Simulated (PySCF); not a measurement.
Vertical excitations of a molecule C2H5FN2Si from PySCF with TDDFT-PBE/def2-SVPD, as energy in eV (oscillator strength): 3.75 (0.001), 4.07 (0.001), 5.28 (0.006), 5.29 (0.004), 5.65 (0.000), 5.82 (0.015), 6.25 (0.013), 6.43 (0.038), 6.46 (0.006), 6.64 (0.023). Lowest triplet (TDA): 3.06 eV. Geometry: B3LYP-D3(BJ)/def2-SVP. One conformer was computed; it need not be the lowest.

Task: Which structure fits?
A) N[Si@]1(F)C=NC1
B) C#C[Si](N)(N)F
C) N[Si@@H]1C=N[C@@H]1F
D) N#CC[Si@@H](N)F

Result: C, N[Si@@H]1C=N[C@@H]1F
